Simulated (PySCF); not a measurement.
**SnCl₃: one-bond stretch**

Method: UPBE0/[Sn def2-SVP with ECP28, Cl def2-SVP], scalar-relativistic core potentials, density fitting, no spin–orbit coupling, PySCF.

Rigid scan from the doublet minimum (Sn–Cl 2.362 Å (×3); Cl–Sn–Cl 107.8° (×3)). Coordinate: the bond from Sn to the last atom (Cl) scaled, the rest fixed. Energies in kJ/mol from the minimum.

(1) Predict the curve at 0.92, 0.96, 1.00, 1.05, 1.12, 1.20, 1.35, 1.55, 1.80, 2.20.

## Answers

(1) 
```csv
scale of one bond,E (kJ/mol),dipole size (D),⟨S²⟩
0.92,29.7,2.11,0.75
0.96,6.4,2.08,0.75
1.00,0.0,2.15,0.75
1.05,7.3,2.35,0.76
1.12,33.1,2.69,0.76
1.20,70.0,2.95,0.76
1.35,128.0,2.76,0.77
1.55,167.2,–,0.76
1.80,182.3,–,0.75
2.20,187.5,–,0.75
```

With an element this heavy the missing spin–orbit coupling can shift these numbers.

Other isomers or separated fragments may lie lower.

The scan took 31 s on 2 threads of a shared Arm Neoverse V1 host; the process peaked at 0.95 GiB. Launch command: `OMP_NUM_THREADS=2 python axn.py task.json out`.
